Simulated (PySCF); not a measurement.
Bond stretch in SMILES O=[SiH2]. The O1–Si2 bond (O1 also carries nothing else; Si2 carries H, H) is varied alone, starting from the PBE0/def2-TZVP optimised geometry.

Methods: RKS-TPSSh = restricted TPSSh/cc-pVDZ run with PySCF; RHF/cc-pVDZ (PySCF); UHF/cc-pVDZ (PySCF).

Magnitude of the dipole moment (D; its direction can reverse along the curve, and a method can change to another solution) and Mulliken charge of the fragment that holds O1:

```json
[
 {"R / Å": "1.13", "μ RKS-TPSSh": "2.12", "q RKS-TPSSh": "-0.36", "μ RHF": "2.43", "q RHF": "-0.50", "μ UHF": "2.43", "q UHF": "-0.50"},
 {"R / Å": "1.22", "μ RKS-TPSSh": "2.38", "q RKS-TPSSh": "-0.33", "μ RHF": "2.82", "q RHF": "-0.48", "μ UHF": "2.82", "q UHF": "-0.48"},
 {"R / Å": "1.29", "μ RKS-TPSSh": "2.58", "q RKS-TPSSh": "-0.32", "μ RHF": "3.12", "q RHF": "-0.49", "μ UHF": "3.12", "q UHF": "-0.49"},
 {"R / Å": "1.37", "μ RKS-TPSSh": "2.81", "q RKS-TPSSh": "-0.34", "μ RHF": "3.48", "q RHF": "-0.51", "μ UHF": "3.48", "q UHF": "-0.51"},
 {"R / Å": "1.44", "μ RKS-TPSSh": "3.01", "q RKS-TPSSh": "-0.36", "μ RHF": "3.80", "q RHF": "-0.54", "μ UHF": "3.80", "q UHF": "-0.54"},
 {"R / Å": "1.45", "μ RKS-TPSSh": "3.03", "q RKS-TPSSh": "-0.37", "μ RHF": "3.84", "q RHF": "-0.54", "μ UHF": "3.84", "q UHF": "-0.54"},
 {"R / Å": "1.52", "μ RKS-TPSSh": "3.22", "q RKS-TPSSh": "-0.39", "μ RHF": "4.15", "q RHF": "-0.57", "μ UHF": "4.15", "q UHF": "-0.57"},
 {"R / Å": "1.56", "μ RKS-TPSSh": "3.33", "q RKS-TPSSh": "-0.40", "μ RHF": "4.32", "q RHF": "-0.59", "μ UHF": "4.32", "q UHF": "-0.59"},
 {"R / Å": "1.61", "μ RKS-TPSSh": "3.45", "q RKS-TPSSh": "-0.42", "μ RHF": "4.53", "q RHF": "-0.60", "μ UHF": "4.53", "q UHF": "-0.60"},
 {"R / Å": "1.67", "μ RKS-TPSSh": "3.59", "q RKS-TPSSh": "-0.43", "μ RHF": "4.77", "q RHF": "-0.62", "μ UHF": "3.29", "q UHF": "-0.47"},
 {"R / Å": "1.77", "μ RKS-TPSSh": "3.80", "q RKS-TPSSh": "-0.44", "μ RHF": "5.13", "q RHF": "-0.63", "μ UHF": "2.72", "q UHF": "-0.42"},
 {"R / Å": "1.89", "μ RKS-TPSSh": "4.00", "q RKS-TPSSh": "-0.44", "μ RHF": "5.48", "q RHF": "-0.63", "μ UHF": "2.50", "q UHF": "-0.39"},
 {"R / Å": "2.04", "μ RKS-TPSSh": "4.21", "q RKS-TPSSh": "-0.43", "μ RHF": "5.62", "q RHF": "-0.59", "μ UHF": "2.16", "q UHF": "-0.33"},
 {"R / Å": "2.30", "μ RKS-TPSSh": "4.46", "q RKS-TPSSh": "-0.38", "μ RHF": "4.88", "q RHF": "-0.42", "μ UHF": "0.83", "q UHF": "-0.14"},
 {"R / Å": "2.49", "μ RKS-TPSSh": "4.60", "q RKS-TPSSh": "-0.34", "μ RHF": "4.16", "q RHF": "-0.30", "μ UHF": "0.28", "q UHF": "-0.07"},
 {"R / Å": "2.70", "μ RKS-TPSSh": "4.74", "q RKS-TPSSh": "-0.31", "μ RHF": "3.43", "q RHF": "-0.20", "μ UHF": "0.06", "q UHF": "-0.03"},
 {"R / Å": "3.04", "μ RKS-TPSSh": "4.94", "q RKS-TPSSh": "-0.27", "μ RHF": "2.48", "q RHF": "-0.09", "μ UHF": "0.30", "q UHF": "0.00"},
 {"R / Å": "3.35", "μ RKS-TPSSh": "5.00", "q RKS-TPSSh": "-0.25", "μ RHF": "1.88", "q RHF": "-0.04", "μ UHF": "0.37", "q UHF": "0.00"},
 {"R / Å": "3.73", "μ RKS-TPSSh": "4.86", "q RKS-TPSSh": "-0.22", "μ RHF": "1.44", "q RHF": "-0.02", "μ UHF": "0.40", "q UHF": "0.00"},
 {"R / Å": "4.10", "μ RKS-TPSSh": "4.73", "q RKS-TPSSh": "-0.19", "μ RHF": "1.22", "q RHF": "-0.01", "μ UHF": "0.50", "q UHF": "0.00"},
 {"R / Å": "4.59", "μ RKS-TPSSh": "4.68", "q RKS-TPSSh": "-0.17", "μ RHF": "1.10", "q RHF": "0.00", "μ UHF": "0.45", "q UHF": "0.00"},
 {"R / Å": "5.36", "μ RKS-TPSSh": "4.82", "q RKS-TPSSh": "-0.15", "μ RHF": "1.03", "q RHF": "0.00", "μ UHF": "0.43", "q UHF": "0.00"}
]
```

At the longest distance RKS-TPSSh leaves fractional charges on the fragments, a sign of delocalisation error or of the restricted form. The restricted form behind RKS-TPSSh, RHF keeps the bonding electrons paired and can't separate into open-shell fragments. The unrestricted solution behind UHF changes between 2.04 and 2.30 Å, which can leave a kink. The unrestricted determinant behind UHF is spin-contaminated at 1.67 to 5.36 Å (<S²> up to 2.0, against 0.00 for a pure singlet).
